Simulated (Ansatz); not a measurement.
Relaxation of Al$_{2}$ClH$_{5}$Si$_{2}$ (10 atoms, charge 0, multiplicity 1), to a largest force component of 0.02 eV/Å in at most 50 steps.

Computed with Ansatz 0.2.0, UKS PBE-D4/STO-3G.

```xyz
10
Properties=species:S:1:pos:R:3
Cl -3.336 -0.942 2.772
Al -1.750 0.516 2.316
Al -0.287 0.117 0.355
Si 0.519 -1.137 -1.528
Si 1.575 0.679 -1.063
H -1.521 1.814 3.244
H 1.127 -2.413 -1.167
H -0.441 -1.038 -2.670
H -1.173 1.046 1.206
H 2.888 0.489 -0.391
```

Task: Where does it end, and by what steps?

Result: The forces met the threshold. The force dipped under the threshold on the way, but the program's further checks kept it going. Limits of this set-up: minimal basis. After 27 steps the energy has fallen by 5.279 eV; H9 moved furthest, 2.25 Å. Parted: Al2–H9.

```
step  energy less start (eV)  largest force component (eV/Å)  accepted
   0                  0.0000                           5.932       yes
   1                 -1.9324                           2.531       yes
   2                 -2.6701                           1.263       yes
   3                 -3.1739                           1.758       yes
   4                 -3.5091                           1.139       yes
   5                 -3.7122                           0.636       yes
   6                 -3.9529                           0.663       yes
   7                 -4.1925                           0.740       yes
   8                 -4.4441                           0.647       yes
   9                 -4.6217                           0.589       yes
  10                 -4.7644                           0.975       yes
  11                 -4.9140                           0.636       yes
  12                 -5.0478                           0.342       yes
  13                 -5.1352                           0.342       yes
  14                 -5.2062                           0.253       yes
  15                 -5.2398                           0.415       yes
  16                 -5.2521                           0.443       yes
  17                 -5.2644                           0.220       yes
  18                 -5.2716                           0.138       yes
  19                 -5.2748                           0.054       yes
  20                 -5.2737                           0.082        no
  21                 -5.2759                           0.011       yes
  22                 -5.2770                           0.043       yes
  23                 -5.2776                           0.054       yes
  24                 -5.2782                           0.079       yes
  25                 -5.2786                           0.054       yes
  26                 -5.2788                           0.028       yes
  27                 -5.2790                           0.013       yes
```

```xyz
10
Properties=species:S:1:pos:R:3
Cl -1.844 -1.220 3.189
Al -1.302 0.656 2.372
Al -0.783 0.689 0.081
Si 0.539 -1.025 -1.425
Si 1.448 0.639 -0.421
H -1.292 1.727 3.452
H 0.775 -2.461 -1.255
H -0.230 -0.857 -2.654
H -1.842 1.072 -0.938
H 2.131 -0.089 0.674
```

Whether the end is a true minimum wasn't checked by a vibrational analysis.

The run took 2.4 min on 1 thread of Arm Neoverse V1, with other jobs on the host, peak memory 0.16 GiB.
